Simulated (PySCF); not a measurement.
HLuS, singlet: computed properties

Level of theory: PBE0 in PySCF with Lu def2-TZVP with ECP28, S def2-TZVP, H def2-TZVP; scalar-relativistic core potentials, no spin–orbit coupling; density-fitted integrals.

The structure is a minimum.

* Point group: Cs
* Bond lengths: Lu–H 1.926 Å, Lu–S 2.253 Å
* Bond angles: H–Lu–S 110.4°
* Enthalpy at 298.15 K above 0 K: 11.37 kJ/mol
* Rotational symmetry number: 1
* Entropy at 298.15 K and 1 bar: 277.0 J/(mol K)
* Highest occupied level: -6.16 eV
* Dipole moment: 8.01 D
* Zero-point energy: 14.3 kJ/mol
* Rotational constants: 5.199, 0.122, 0.1192 cm⁻¹
* Lowest empty level: -2.79 eV
* Principal quadrupole moments (Buckingham, traceless) about the centre of mass: -13.44, 3.25, 10.19 D Å
* Principal polarisabilities: 50.0, 59.3, 95.9 bohr³
* Heat capacity Cp at 298.15 K: 45.1 J/(mol K)

Harmonic modes (masses in u: Lu 174.941, S 31.972, H 1.008):
```
symmetry  ω (cm⁻¹)  IR (km/mol)     type
      a'       398         45.6     bend
      a'       481          129     bend
      a'      1514          277  stretch
```

Charges (e):
```csv
atom,Mulliken,Löwdin,polar tensor,Mayer order to Lu1
Lu1,0.81,0.34,1.24,–
S2,-0.61,-0.16,-0.82,2.18
H3,-0.20,-0.18,-0.42,0.94
```

Mulliken populations on Lu1 (electrons outside its core potential): s 4.61, p 12.31, d 11.27, f 14.00.

Outer orbital energies (eV). occupied: -13.59, -13.57, -13.50, -13.48, -7.84, -6.61, -6.28, -6.16; empty: -2.79, -1.34, -1.26, -1.07.

Other isomers or separated fragments may lie lower.

The final relaxation and frequency run took of the order of 7 core-minutes on a shared host.
